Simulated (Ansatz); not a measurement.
Na₂S₂⁻, relaxed as a doublet with UKS r2SCAN-D4/def2-TZVPD in Ansatz, starting from the GFN2-xTB geometry. Force threshold 0.02 eV/Å.

Another isomer (doublet) lies 0.12 eV lower at PBE0-D4/def2-TZVPD.

Start:

```
atom   x (Å)   y (Å)   z (Å)
 Na1  -0.544   0.021   0.800
 Na2   1.010   0.106  -1.876
  S3  -1.233   1.112  -1.552
  S4   0.766  -1.239   2.628
```

```
         step  energy (eV)  largest force component (eV/Å)  SCF passes
            1  -30503.3345                           0.552          47
            2  -30503.4302                           0.195          55
            3  -30503.4414                           0.058          41
            4  -30503.4608                           0.130          43
            5  -30503.5020                           0.240          37
            6  -30503.5976                           0.284          37
            7  -30503.7574                           0.421          36
            8  -30503.9632                           0.461          41
            9  -30504.1024                           0.072          36
           10  -30504.1041                           0.011          37
           11  -30504.1041                           0.003          25
           12  -30504.1041                           0.001          23
           13  -30504.1041                           0.003          24
           14  -30504.1042                           0.004          28
           15  -30504.1044                           0.006          32
           16  -30504.1051                           0.022          32
           17  -30504.1059                           0.028          34
18 (rejected)  -30504.0882                           0.103          44
           19  -30504.1069                           0.027          34
20 (rejected)  -30504.1063                           0.028          42
           21  -30504.1081                           0.012          34
```

Force components are those of the run's own axes.

End:

```xyz
4

Na   -1.164    0.158    0.920
Na    1.072   -0.341   -0.978
S    -1.024    1.123   -1.501
S     1.115   -0.940    1.560
```

Bonds formed: Na2–S4 (atoms count from 1).

The force fell under the threshold at step 10, but the optimiser went on and released 0.004 eV more. No frequencies were taken in this run, so the end may be a saddle point.

It took 2.8 min on 2 threads of Arm Neoverse V2 on a shared host.
